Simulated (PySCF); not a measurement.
Field gradients from PBE0/pcSseg-1 densities (PySCF, non-relativistic) at GFN2-xTB geometries, isolated species, one conformer each; χzz is the principal value of largest magnitude, with Q(14N) = 0.02044 b, Q(17O) = −0.0256 b, Q(33S) = −0.0678 b. Where η is near 1, a small change in the tensor can flip the sign of χzz. GFN2-xTB bond lengths can be off by several hundredths of an ångström, more for odd bonds, and the gradients follow them. The small basis limits the accuracy of the gradients.

(1) Rank these 14N sites by the size of the quadrupole coupling, smallest first.
A. The silicon-bound nitrogen of `N[Si@@H]1[SiH2][SiH2][SiH2][Si@@H]1O[SiH3]`
B. The pyridine-type nitrogen of `CSc1nc(C)ccp1`
C. The nitrogen bound to a carbonyl carbon of `NC(=O)[Si@@H]1C[C@H](OC=O)O1`
D. N3 (pyridine-type nitrogen) in `[CH3:1][c:2]1[n:3][n:4][n:5][cH:6][c:7]1[SiH3:8]`
E. The imine nitrogen of `C=NC1=COCS(=O)(=O)C1`

(2) These 17O couplings (χzz in MHz, η) are listed in rising order: (-8.033, 0.07); (-7.643, 0.29); (-6.939, 0.07); (-6.607, 0.03); (9.687, 0.30). Assign them to: O9 (ester carbonyl oxygen) in `[NH2:1][C:2](=[O:3])[Si@@H:4]1[CH2:5][C@H:6]([O:7][CH:8]=[O:9])[O:10]1`; the siloxane oxygen of `N[Si@@H]1[SiH2][SiH2][SiH2][Si@@H]1O[SiH3]`; O8 (sulfonyl oxygen) in `[CH2:1]=[N:2][C:3]1=[CH:4][O:5][CH2:6][S:7](=[O:8])(=[O:9])[CH2:10]1`; the siloxane oxygen of `N[Si]1(O[SiH3])[SiH2][SiH2][SiH2][SiH2]1`; the sulfonyl oxygen of `CCCCS(=O)(=O)Cl`.

(3) Rank these 33S sites by the size of the quadrupole coupling, smallest first.
A. The sulfide sulfur of `CSc1nc(C)ccp1`
B. The sulfonyl sulfur of `C=NC1=COCS(=O)(=O)C1`
C. The sulfonyl sulfur of `CCCCS(=O)(=O)Cl`

## Answers

(1) C (4.272 MHz), A (4.706 MHz), B (4.979 MHz), E (5.394 MHz), D (5.850 MHz).

(2) -8.033 MHz, η 0.07: O8 (sulfonyl oxygen) in `[CH2:1]=[N:2][C:3]1=[CH:4][O:5][CH2:6][S:7](=[O:8])(=[O:9])[CH2:10]1`; -7.643 MHz, η 0.29: the sulfonyl oxygen of `CCCCS(=O)(=O)Cl`; -6.939 MHz, η 0.07: the siloxane oxygen of `N[Si@@H]1[SiH2][SiH2][SiH2][Si@@H]1O[SiH3]`; -6.607 MHz, η 0.03: the siloxane oxygen of `N[Si]1(O[SiH3])[SiH2][SiH2][SiH2][SiH2]1`; 9.687 MHz, η 0.30: O9 (ester carbonyl oxygen) in `[NH2:1][C:2](=[O:3])[Si@@H:4]1[CH2:5][C@H:6]([O:7][CH:8]=[O:9])[O:10]1`.

(3) B (2.640 MHz), C (15.47 MHz), A (39.02 MHz).

All sites together:

```
nucleus                                                                                                  site  Vzz (au)     η  χzz (MHz)
    14N                              the silicon-bound nitrogen of N[Si@@H]1[SiH2][SiH2][SiH2][Si@@H]1O[SiH3]    -0.980  0.23     -4.706
    14N                               the nitrogen bound to a carbonyl carbon of NC(=O)[Si@@H]1C[C@H](OC=O)O1    -0.889  0.07     -4.272
    14N                       N3 (pyridine-type nitrogen) in [CH3:1][c:2]1[n:3][n:4][n:5][cH:6][c:7]1[SiH3:8]    -1.218  0.18     -5.850
    14N                                                            the imine nitrogen of C=NC1=COCS(=O)(=O)C1    -1.123  0.34     -5.394
    14N                                                           the pyridine-type nitrogen of CSc1nc(C)ccp1    -1.037  0.17     -4.979
    17O  O9 (ester carbonyl oxygen) in [NH2:1][C:2](=[O:3])[Si@@H:4]1[CH2:5][C@H:6]([O:7][CH:8]=[O:9])[O:10]1    -1.610  0.30      9.687
    17O                                     the siloxane oxygen of N[Si@@H]1[SiH2][SiH2][SiH2][Si@@H]1O[SiH3]     1.154  0.07     -6.939
    17O          O8 (sulfonyl oxygen) in [CH2:1]=[N:2][C:3]1=[CH:4][O:5][CH2:6][S:7](=[O:8])(=[O:9])[CH2:10]1     1.335  0.07     -8.033
    17O                                       the siloxane oxygen of N[Si]1(O[SiH3])[SiH2][SiH2][SiH2][SiH2]1     1.098  0.03     -6.607
    17O                                                                the sulfonyl oxygen of CCCCS(=O)(=O)Cl     1.271  0.29     -7.643
    33S                                                           the sulfonyl sulfur of C=NC1=COCS(=O)(=O)C1    -0.166  0.25      2.640
    33S                                                                   the sulfide sulfur of CSc1nc(C)ccp1    -2.450  0.90      39.02
    33S                                                                the sulfonyl sulfur of CCCCS(=O)(=O)Cl     0.971  0.06     -15.47
```
